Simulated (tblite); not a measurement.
3-cyclohexene-1-methanol, C7H12O.
SMILES with atom numbers: `[OH:1][CH2:2][C@@H:3]1[CH2:4][CH:5]=[CH:6][CH2:7][CH2:8]1` (hydrogens: H9 on O1; H10, H11 on C2; H12 on C3; H13, H14 on C4; H15 on C5; H16 on C6; H17, H18 on C7; H19, H20 on C8)

Computed with GFN2-xTB (tblite), gas phase: nudged elastic band of 9 images (0 to 8), spring 0.2 eV/Å², climbing image at the end, force threshold 0.05 eV/Å. The top image wasn't refined or checked by frequencies; at this threshold it can lie a kcal/mol or more above the true saddle point of the method.

The band describes a rotation about C2–C3 (carbinol carbon (C–OH), sp3 CH carbon), followed by the dihedral O1–C2–C3–C8, from the optimised start (72°) to a second optimised geometry at 179°.

Problem. Give the energy profile along the converged band.

Solution. 
```tsv
image	dihedral (°)	E (kcal/mol)	C2–C3 (Å)	O1···C8 (Å)	largest true force (eV/Å)
0	72	0.00	1.534	3.11	0.01
1	85	0.33	1.537	3.22	0.05
2	98	1.06	1.540	3.36	0.04
3	111	1.76	1.542	3.49	0.04
4	125	2.02	1.543	3.60	0.05
5	139	1.69	1.541	3.69	0.05
6	152	0.94	1.538	3.75	0.05
7	166	0.17	1.535	3.78	0.05
8	179	-0.22	1.532	3.79	0.01
```

Barriers of this band. The top is image 4 at 125°: 2.02 kcal/mol forward and 2.24 kcal/mol back; the end lies 0.22 kcal/mol below the start. The central bond is 0.009 Å longer at the top than at the start.

Problem. What rate follows at 250 K for crossing this barrier forward?

Solution. Taking the electronic barrier for the free energy of activation (no zero-point or entropy terms, transmission 1), rate = (kT/h)·exp(−ΔE/kT) ≈ 9 × 10^10 s⁻¹, whose inverse is 1 × 10^-11 s. An error of 1 kcal/mol in the barrier changes this by a factor of 7, and the method and the loose band can each miss by that much or more.

Problem. How would the two end points share their population at 250 K, from these energies alone?

Solution. exp(−ΔE/kT) with ΔE = 0.009 eV gives 0.66 for the higher one (start) against 1 for the lower, without vibrational, rotational or degeneracy terms. GFN2-xTB can put conformers this close in the wrong order.

What follows is the cost of the whole band run. Hardware: one thread of an Arm Neoverse V1, no GPU (shared host). Cost: 2.5 s, 0.18 GiB resident at most.
